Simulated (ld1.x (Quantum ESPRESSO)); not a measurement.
## cadmium: excitation energies, all-electron against PAW

```json
{
  "Element": "Cd (Z = 48)",
  "Generator": "ld1.x (Quantum ESPRESSO) 7.5",
  "Type": "PAW",
  "Functional": "LDA (PZ)",
  "Relativity": "scalar-relativistic",
  "Frozen core": "[Ar] 3d10 4s2",
  "Valence charge": "18",
  "Reference configuration": "4p6 4d10 5s2 5p0",
  "Partial waves": "5s (bound): rcut 1.80, rcutus 2.45 bohr; 5s channel at -0.15 Ry: rcut 1.80, rcutus 2.45 bohr; 4p (bound): rcut 1.30, rcutus 1.35 bohr; 5p (bound, empty): rcut 1.30, rcutus 1.35 bohr; 4d (bound): rcut 1.25, rcutus 1.48 bohr; 4d channel at -0.15 Ry: rcut 1.25, rcutus 1.48 bohr",
  "Local potential": "all-electron potential smoothed inside 2.45 bohr (lloc = -1)",
  "Core correction": "Bessel-smoothed model core inside 1.20 bohr",
  "Augmentation charge": "BESSEL, radius 1.05 bohr"
}
```

Energies are relative to the spin-unpolarised reference configuration 4p6 4d10 5s2 5p0; without spin polarisation the order of configurations can differ from experiment. Spin-polarised rows fill each open shell by Hund’s rule, majority spin first.

(1) Give the all-electron excitation energy and the error of the potential for: 4p6 4d10 5s1 5p0; 4p6 4d10 5s0 5p0; 4p6 4d9 5s0 5p0; 4p6 4d9 5s2 5p0; 4p6 4d8 5s0 5p0; 4p6 4d10 5s0 5p2; 4p6 4d10 5s0 5p1; 4p6 4d10 5s1 5p0 (spin-polarised); 4p6 4d9 5s0 5p0 (spin-polarised).

Levels in the configuration 4p6 4d8 5s0 5p0:

```csv
level,all-electron (eV),pseudo (eV)
4p,-120.055,-120.242
4d,-62.724,-62.845
```

Answers

(1)

| valence configuration | charge | ΔE all-electron (eV) | error AE − PS (meV) |
| --- | --- | --- | --- |
| 4p6 4d10 5s1 5p0 | +1 | 9.628 | +1.1 |
| 4p6 4d10 5s0 5p0 | +2 | 27.148 | +6.9 |
| 4p6 4d9 5s0 5p0 | +3 | 65.404 | -22 |
| 4p6 4d9 5s2 5p0 | +1 | 18.146 | +12 |
| 4p6 4d8 5s0 5p0 | +4 | 119.682 | -111 |
| 4p6 4d10 5s0 5p2 | 0 | 9.913 | +8.6 |
| 4p6 4d10 5s0 5p1 | +1 | 15.535 | +8.3 |
| 4p6 4d10 5s1 5p0 (spin-polarised) | +1 | 9.439 | +2.1 |
| 4p6 4d9 5s0 5p0 (spin-polarised) | +3 | 65.228 | -22 |
